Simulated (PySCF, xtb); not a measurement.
C5H6BF, SMILES C#CC(=C)B(C)F. Other conformers were not sampled.

Harmonic wavenumbers (cm⁻¹) from GFN2-xTB in xtb at its own minimum, in rising order: 25, 53, 112, 199, 222, 314, 320, 381, 486, 525, 619, 623, 688, 729, 839, 855, 908, 929, 1069, 1239, 1268, 1382, 1397, 1479, 1485, 1611, 2248, 3013, 3034, 3051, 3091, 3128, 3394.

**Question.** What does PySCF 2.14.0 with PBE0-D3(BJ)/def2-SVP give at its own minimum? (Estimate from the structure and the level; the computed values follow.)

**Answer.** 33, 49, 129, 226, 271, 347, 392, 406, 542, 578, 673, 688, 694, 747, 858, 878, 928, 989, 1083, 1271, 1341, 1380, 1418, 1428, 1436, 1672, 2228, 3057, 3137, 3168, 3185, 3276, 3490. Paired by order, the mean absolute difference is 46 cm⁻¹ and the zero-point energies are 58.2 and 60.0 kcal/mol.
